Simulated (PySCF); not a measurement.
All numbers come from PBE0 in PySCF with Sn def2-TZVP with ECP28, Cl def2-TZVP; scalar-relativistic core potentials, no spin–orbit coupling; density-fitted integrals. Open shells, if any, are unrestricted.

**Question.** What shape and geometry does isolated singlet SnCl₂ take (every ligand bound to Sn)?

**Answer.** Counting electrons, tin keeps 2 of its valence electrons outside its bonds, so the VSEPR class is AX2E1 and the expected shape is bent (C2v), as computed. The lowest minimum found is a singlet of C2v symmetry with Sn–Cl 2.363 Å (×2); Cl–Sn–Cl 98.6°. Its harmonic wavenumbers are 120 (a1), 342 (b2), 359 (a1) cm⁻¹ and its dipole moment is 3.24 D.
